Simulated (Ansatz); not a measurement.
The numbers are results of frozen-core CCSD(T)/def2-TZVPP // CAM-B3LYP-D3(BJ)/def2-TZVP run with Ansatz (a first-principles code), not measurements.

Ansatz 0.2 input:
```yaml
crystal:
  periodic: [false, false, false]
  atoms:
    - { symbol: C, position_ang: [0.661653, 0.140655, 0.030695] }
    - { symbol: N, position_ang: [-0.681793, -0.163989, -0.118241] }
    - { symbol: H, position_ang: [1.353639, -0.687517, 0.042429] }
    - { symbol: H, position_ang: [0.992929, 1.094841, -0.349617] }
    - { symbol: H, position_ang: [-1.325767, 0.602109, -0.007053] }
    - { symbol: H, position_ang: [-1.001777, -0.998803, 0.345082] }
basis:
  gaussian: { orbitals: def2-TZVPP }
correlation:
  method: ccsd_t
magnetization:
  spin_polarized: true
  initial_magnetization: 1
```

Output:

```
Functional definition: HF
686 factors; integrals over basis functions are off by at most 8.8e-4 eV
mean field evaluation 1: about -2573.2716 eV, gradient 1.9e1 eV
mean field evaluation 2: about -2573.2738 eV, gradient 1.9e1 eV
mean field evaluation 4: about -2575.0743 eV, gradient 2.3e0 eV
mean field evaluation 8: about -2575.1362 eV, gradient 2.2e-1 eV
mean field evaluation 16: about -2575.1199 eV, gradient 7.8e-1 eV
mean field -2575.13770626 eV, -94.6345652140 hartree, gradient 3.9e-6 eV, S^2 0.762999; 0 other end points of the search recorded, 0 dependent functions left out
2 core orbitals not correlated
reference -2575.13770626 eV, -94.6345652140 hartree; 7, 6 occupied and 109, 110 virtual orbitals, 686 factors
second order -10.04112858 eV of doubles, -0.00000000 eV of singles
cycle   1  -10.39573394 eV  change   -3.5e-1 eV  update   6.2e-2
cycle   2  -10.64948400 eV  change   -2.5e-1 eV  update   2.0e-2
cycle   3  -10.69710499 eV  change   -4.8e-2 eV  update   1.2e-2
cycle   4  -10.69254600 eV  change    4.6e-3 eV  update   5.3e-3
cycle   5  -10.69391015 eV  change   -1.4e-3 eV  update   2.3e-3
cycle   6  -10.69366407 eV  change    2.5e-4 eV  update   6.6e-4
cycle   7  -10.69371183 eV  change   -4.8e-5 eV  update   2.0e-4
cycle   8  -10.69371569 eV  change   -3.9e-6 eV  update   7.1e-5
cycle   9  -10.69369782 eV  change    1.8e-5 eV  update   2.3e-5
cycle  10  -10.69370154 eV  change   -3.7e-6 eV  update   9.3e-6
perturbative correction -0.37986898 eV, -0.0139599274 hartree
Total energy: -2586.21127678 eV, -95.0415114247 hartree
```

Cost: around 10 core-seconds (rough).
